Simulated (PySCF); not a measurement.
**Tin: a sound run and one with changed settings**

Sound run: Sn²⁺ [Kr] 4d10 5s2, Sn³⁺ [Kr] 4d10 5s1. Computed with PySCF 2.14 in def2-SVP with the def2 core potential (28 electrons) (4s4p2d, 26 functions), with a scalar-relativistic core potential. The sound run starts from symmetry-adapted Hartree-Fock orbitals and uses a fine grid where one is needed.

Changed run: radial step 0.5 in ln r (0.13 in the sound run). This setting is unsound on purpose.

```
species  method  sound run (hartree)  changed run (hartree)  converged
   Sn²⁺     UHF           -212.58015             -212.58015        yes
   Sn²⁺     LDA           -213.10159             -213.09774        yes
   Sn²⁺  r2SCAN           -213.52442             -213.54560        yes
   Sn³⁺     UHF           -211.53070             -211.53070        yes
   Sn³⁺     LDA           -211.95148             -211.94849        yes
   Sn³⁺  r2SCAN           -212.40377             -212.42709        yes
```

Ionisation energy of Sn²⁺:

```csv
method,sound run (eV),changed run (eV)
UHF,28.557,28.557
LDA,31.296,31.273
r2SCAN,30.495,30.436
```

A coarse radial grid mis-integrates the density and the exchange-correlation energy, with errors of either sign; Hartree-Fock needs no grid.

For comparison, NIST gives 30.506 eV between the lowest levels.
